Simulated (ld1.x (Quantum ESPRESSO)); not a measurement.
u(r) = r·R(r): atom against pseudo-atom (O (Z = 8))

Columns: radius, all-electron u(r) and pseudo u(r) of the 2p shell (level -9.04 eV) of oxygen in the configuration [He] 2s2 2p4; PBE, non-relativistic, TM scheme, ld1.x (Quantum ESPRESSO) 7.5.

```tsv
r (bohr)	all-electron	pseudo
0.093	0.0915	0.0291
0.185	0.2613	0.1114
0.278	0.4339	0.2373
0.370	0.5776	0.3876
0.463	0.6886	0.5454
0.555	0.7663	0.6881
0.648	0.8155	0.8031
0.740	0.8402	0.8790
0.833	0.8460	0.9159
0.925	0.8374	0.9176
1.018	0.8182	0.8929
1.110	0.7919	0.8519
1.203	0.7605	0.8025
1.295	0.7263	0.7520
1.388	0.6901	0.7034
1.480	0.6536	0.6592
1.573	0.6168	0.6185
1.665	0.5810	0.5813
1.758	0.5459	0.5459
1.850	0.5124	0.5124
1.943	0.4799	0.4799
2.035	0.4493	0.4493
2.128	0.4200	0.4200
2.220	0.3925	0.3925
2.313	0.3664	0.3664
2.405	0.3421	0.3421
```

(1) How many radial nodes do the two functions have?

(2) At about which radius was the pseudo-wave matched?

(3) Where does each function peak?

(4) Is the pseudo-wave norm-conserving?

Results:

(1) The all-electron 2p function has n − l − 1 = 0; the pseudo-wave has 0.

(2) 1.85 bohr. The columns agree to 0.0005 from 1.67 bohr on; several derivatives are matched, so the curves merge somewhat inside the radius.

(3) Outermost all-electron maximum near 0.83 bohr, pseudo maximum near 0.93 bohr (to the table’s step).

(4) Yes: the TM scheme keeps the norm inside the radius equal to the all-electron one, which fixes the energy derivative of the logarithmic derivative at the level.
